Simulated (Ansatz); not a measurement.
`[SiH3][S][AlH][SH]` + HBr → `[SH][AlH][Br]` + `[SiH3]S` at 600 K and 1 bar (ligand exchange at the Al–S bond).

Computed with Ansatz on PBE0-D4/def2-TZVP structures; ΔE is electronic, products minus reactants. CCSD(T)/CBS adds triple-zeta CCSD(T) − MP2 to the extrapolated MP2 energy (def2 sets, frozen cores). For Br outer-core shells are correlated without core-valence functions, which leaves a few kJ/mol of doubt a bond. Scalar relativity is left out up to krypton. One conformer a species, not always the lowest.

```
             species  CCSD(T)/CBS energy (Eh)  H − E (kJ/mol)  S (J/(mol·K))
`[SiH3][S][AlH][SH]`              -1329.75661           180.6          469.3
                 HBr              -2573.91920            33.5          219.1
     `[SH][AlH][Br]`              -3214.41891            86.8          372.4
           `[SiH3]S`               -689.27336           126.3          326.2
```

H − E and S are ideal-gas, rigid-rotor, harmonic terms from PBE0-D4/def2-TZVP, for one conformer and one mirror image of each species. 1 Eh = 2625.50 kJ/mol, R = 8.31446 J/(mol·K).

Q: By hand: ΔE, ΔH, ΔS and ΔG.

A: ΔE = (-3214.41891) + (-689.27336) − (-1329.75661) − (-2573.91920) = -0.01646 Eh = -43.2 kJ/mol. Δ(H − E) = 86.8 + 126.3 − 180.6 − 33.5 = -1.0, so ΔH = -44.2 kJ/mol. ΔS = 372.4 + 326.2 − 469.3 − 219.1 = 10.2 J/(mol·K). ΔG = -44.2 − 600 × (10.2)/1000 = -50.3 kJ/mol.

Q: By hand: the equilibrium constant, and the temperature at which ΔG would vanish if ΔH and ΔS stayed fixed.

A: log₁₀ K = −ΔG/(RT ln 10) = 4.4. ΔH and −TΔS have one sign here, so there is no such temperature.

The number of gas molecules stays the same, so ΔS is small and ΔH decides. A doubt of 5 kJ/mol in ΔE shifts log₁₀ K by 0.4 here. Other conformers and mirror images would add mixing entropy, several J/(mol·K) or more a flexible species. Modes under 60 cm⁻¹, often nearly free rotors, make the harmonic entropy too high. These are equilibria of isolated gas molecules and say nothing of rates. Largest T1 diagnostic: 0.012 (customary marks: 0.02 for closed shells, 0.045 for open ones).

ΔS is within the doubt of such terms, so its sign, and with it that verdict, could turn.
